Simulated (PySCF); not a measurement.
C₂H₇NSi.
Geometry (PBE0-D3(BJ)/def2-SVP, Å), atoms numbered from 1 in this order:
```
atom  x, y, z in Å
C1    -2.1158   -0.0069   -0.4381
C2    -1.0244    0.0751    0.3319
Si3    0.5758   -0.7968   -0.0773
N4     1.8692    0.3553   -0.1092
H5    -3.0528    0.5025   -0.1848
H6    -2.1220   -0.5939   -1.3643
H7    -1.0755    0.6822    1.2459
H8     0.9510   -1.7953    0.9720
H9     0.3192   -1.5505   -1.3541
H10    2.8250    0.0293   -0.0202
H11    1.8190    1.1446   -0.7440
```

Computed with PySCF at PBE0/pcSseg-1 and CAM-B3LYP/def2-SVPD, non-relativistic, on one gas-phase PBE0-D3(BJ)/def2-SVP geometry that isn't relaxed in the solvent. The solvent is an IEF-PCM continuum (van der Waals radii × 1.2). The model holds no explicit solvent molecules, cavitation or dispersion.

Gas phase at PBE0/pcSseg-1: HOMO -7.28 eV, LUMO -0.43 eV, dipole 1.10 D.

Q: What does the continuum do to the energy, the frontier levels and the dipole at PBE0/pcSseg-1 in tetrahydrofuran and dichloromethane?

A: 
```
        solvent      ε  E(solvent) − E(gas) (kJ/mol)  polarisation term (kJ/mol)  distortion of the solute (kJ/mol)  HOMO (eV)  LUMO (eV)  dipole (D)
tetrahydrofuran  7.426                        -12.67                      -13.56                               0.89      -7.26      -0.42        1.30
dichloromethane   8.93                        -13.20                      -14.16                               0.96      -7.27      -0.42        1.31
```

The polarisation term is half the interaction of the solute with the surface charges that it induces; the rest is the cost of distorting the solute's density. The sum is the electrostatic part of solvation alone. From tetrahydrofuran to dichloromethane the lowering changes by a factor 1.04, Onsager's factor (ε − 1)/(2ε + 1) by 1.04 and ε itself by 1.2.

Q: Which radius a makes the point-dipole formula ΔE = −[(ε − 1)/(2ε + 1)]·μ²/a³ give the value in dichloromethane, with the gas-phase dipole?

A: μ = 0.432 au and |ΔE| = 0.00503 Eh give a = 1.32 Å; the farthest nucleus lies 3.04 Å from the centroid of the nuclei, so such a sphere wouldn't even hold the nuclei. The formula assumes a rigid point dipole at the centre of a sphere.

Q: Give the dipole vector in the frame of the coordinates (D, pointing from negative to positive charge), gas and dichloromethane.

A: Gas (0.46, 0.71, -0.70), solvent (0.51, 0.85, -0.86). Its length changes by +19 % and its direction by 2°.

Q: Which IAO charges (PBE0/pcSseg-1) respond most in dichloromethane (means over atoms taken as equivalent)?

A: 
```json
{"atoms": "N4", "environment": "silicon-bound nitrogen", "gas (e)": "-0.837", "solvent (e)": "-0.851", "change": "-0.014"}
{"atoms": "H10/H11", "environment": "N–H hydrogen", "gas (e)": "+0.261", "solvent (e)": "+0.272", "change": "+0.011"}
{"atoms": "C2", "environment": "alkene CH carbon", "gas (e)": "-0.437", "solvent (e)": "-0.446", "change": "-0.009"}
{"atoms": "H5", "environment": "vinylic hydrogen", "gas (e)": "+0.146", "solvent (e)": "+0.153", "change": "+0.007"}
{"atoms": "H8/H9", "environment": "Si–H hydrogen", "gas (e)": "-0.156", "solvent (e)": "-0.161", "change": "-0.005"}
{"atoms": "C1", "environment": "terminal =CH2 carbon", "gas (e)": "-0.266", "solvent (e)": "-0.271", "change": "-0.005"}
{"atoms": "H6", "environment": "vinylic hydrogen", "gas (e)": "+0.142", "solvent (e)": "+0.147", "change": "+0.005"}
{"atoms": "H7", "environment": "vinylic hydrogen", "gas (e)": "+0.152", "solvent (e)": "+0.155", "change": "+0.003"}
```

Q: Which Mayer bond orders change most in dichloromethane?

A: 
| bond | length (Å) | gas | solvent | change |
| --- | --- | --- | --- | --- |
| Si3–N4 | 1.732 | 1.044 | 1.062 | +0.018 |
| N4–H10 | 1.014 | 0.946 | 0.938 | -0.008 |
| N4–H11 | 1.014 | 0.945 | 0.938 | -0.007 |
| Si3–H9 | 1.505 | 0.886 | 0.881 | -0.005 |
| C1–C2 | 1.338 | 1.976 | 1.972 | -0.004 |
| Si3–H8 | 1.496 | 0.932 | 0.928 | -0.004 |
| C2–H7 | 1.098 | 0.940 | 0.937 | -0.003 |
| C1–H5 | 1.096 | 0.953 | 0.951 | -0.002 |

Gas phase at CAM-B3LYP/def2-SVPD: HOMO -8.78 eV, LUMO 0.59 eV, dipole 0.97 D.

Q: What does the continuum do to the energy, the frontier levels and the dipole at CAM-B3LYP/def2-SVPD in tetrahydrofuran and dichloromethane?

A: 
```tsv
solvent	ε	E(solvent) − E(gas) (kJ/mol)	polarisation term (kJ/mol)	distortion of the solute (kJ/mol)	HOMO (eV)	LUMO (eV)	dipole (D)
tetrahydrofuran	7.426	-11.85	-12.92	1.07	-8.75	0.65	1.21
dichloromethane	8.93	-12.35	-13.51	1.16	-8.75	0.65	1.22
```

Q: How does the static polarisability (CAM-B3LYP/def2-SVPD, frozen core, with the continuum's full static response) change?

A: 
```tsv
medium	isotropic (au)	principal values (au)	⟨r²⟩ of the electrons (bohr²)
gas	61.0	51.1, 56.1, 75.8	477.8
tetrahydrofuran	77.6	64.9, 72.7, 95.2	477.3
dichloromethane	78.4	65.6, 73.5, 96.1	477.3
```

The isotropic value in dichloromethane is 1.29 times the gas-phase one; no cavity-field correction is applied. ⟨r²⟩ is taken about the centre of nuclear charge.
